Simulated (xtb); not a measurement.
Sb(Cl)2(OMe) (CH₃Cl₂OSb), SMILES [Sb]([Cl])([O]C)[Cl]. All values are semi-empirical tight-binding results from xtb (GFN2-xTB unless named), good for trends rather than for accurate numbers. Geometry optimised at GFN2-xTB. The structure was generated by enumeration; whether it is a known compound was not checked. The values are those of a single conformer.

Optimised geometry:

```xyz
8

Sb     0.1288     0.1206     0.7004
Cl     1.7380     0.3520    -1.0129
Cl    -1.5523     1.2078    -0.5529
O     -0.4120    -1.7025     0.2259
C     -0.6887    -2.0767    -1.0987
H     -1.5185    -1.5003    -1.5129
H      0.1865    -1.9548    -1.7401
H     -0.9651    -3.1303    -1.0654
```
Charge 0, spin multiplicity 1.

For metal compounds this method's bond lengths and energies can be far off.

Computed properties:
* **point group as xtb finds it**: Cs
* **orbital gap**: 4.56 eV
* **zero-point energy**: 26.4 kcal/mol
* **G − E(el) at 298.15 K (modified RRHO)**: 4.5 kcal/mol

Computed atomic charges and the Wiberg bond orders between heavy atoms:
charges (e) Sb1 0.50, Cl2 -0.16, Cl3 -0.16, O4 -0.38, C5 0.05, H6 0.04, H7 0.04, H8 0.06. Bond orders Sb1–Cl2 1.20, Sb1–Cl3 1.20, Sb1–O4 1.11, O4–C5 0.99.
